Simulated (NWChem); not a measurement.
CrH2S3O; SMILES [O]=[Cr](=[S])([SH])[SH]

```xyz
7

Cr    -0.0518     0.2871     0.0000
O      0.0477     1.8334     0.0000
S     -1.9373    -0.3892     0.0000
S      0.9726    -0.3790     1.8345
H      0.3674    -1.6023     1.8525
S      0.9726    -0.3790    -1.8345
H      0.3674    -1.6023    -1.8525
```
Atoms are numbered in this order, from 1.

Results from NWChem. All runs use the structure optimised with PBE-D3(BJ)/def2-SVP. Not confirmed as a minimum by frequencies. Total energies compare along this basis series because the functional is fixed.

```
level           basis functions  energy (Ha)  highest occupied level (eV)  orbital gap (eV)  dipole (D)
--------------  ---------------  -----------  ---------------------------  ----------------  ----------
PBE0/def2-SVP               109   -2314.2334                        -7.43              3.27        2.83
PBE0/def2-SVPD              154   -2314.2583                        -7.57              3.21        2.51
PBE0/def2-TZVP              199   -2314.8906                        -7.50              3.34        2.57
```
